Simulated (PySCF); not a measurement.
Some computed properties have been withheld. Give your best values.

Compound: C8H9FO2.
SMILES: `COC(=O)[C@@H]1[C@H]2C=CC[C@]21F`

```json
{"property": "point group of the GFN2-xTB geometry", "level": "GFN2-xTB", "value": "C1"}
{"property": "rotational constants A, B, C of the GFN2-xTB geometry", "level": "GFN2-xTB", "value": "2.435, 0.690, 0.650 GHz"}
{"property": "dipole moment", "level": "PBE0/pcSseg-1", "value": "?"}
{"property": "HOMO energy", "level": "PBE0/pcSseg-1", "value": "?"}
{"property": "LUMO energy", "level": "PBE0/pcSseg-1", "value": "-0.29 eV"}
{"property": "13C chemical shifts (computed TMS as zero) by class", "level": "GIAO PBE0/pcSseg-1", "value": "175.0 (1 C), 141.5 (1 C), 137.6 (1 C), 92.1 (1 C), 52.4 (1 C), 45.5 (1 C), 41.0 (1 C), 39.8 (1 C) ppm"}
{"property": "1H chemical shifts (computed TMS as zero) by class", "level": "GIAO PBE0/pcSseg-1", "value": "?"}
{"property": "isotropic shieldings of nuclei other than C and H, by class", "level": "GIAO PBE0/pcSseg-1", "value": "-80 (1 O), 144 (1 O), 392 (1 F) ppm"}
```

Gas-phase values; electronic properties from PySCF, density fitting. One conformer (not necessarily the lowest) at the GFN2-xTB geometry, without solvent or vibrations. NMR classes are plain means over equivalent atoms (diastereotopic ones count apart unless rotation or inversion swaps them), as if these changed places fast; in this geometry the members of some classes differ.

The dipole moment?

2.73 D.

The HOMO energy?

-7.22 eV.

What are the 1H chemical shifts (computed TMS as zero) by class?

6.24 (1 H), 5.71 (1 H), 4.04 (3 H), 3.25 (1 H), 3.03 (1 H), 2.87 (1 H), 1.17 (1 H) ppm.

The rotational constants make it an asymmetric top with κ = (2B − A − C)/(A − C) = -0.96, nearer the prolate limit (−1). The dipole matches unit charges of opposite sign 0.57 Å apart (1 e·Å = 4.8032 D). With B = h/(8π²I), that is 505.379 GHz u Å² over I, the principal moments of inertia are 207.6, 732.5 and 777.5 u Å² (most abundant isotopes); the inertial defect Ic − Ia − Ib is -162.6 u Å² (zero for a rigid planar frame, negative otherwise).
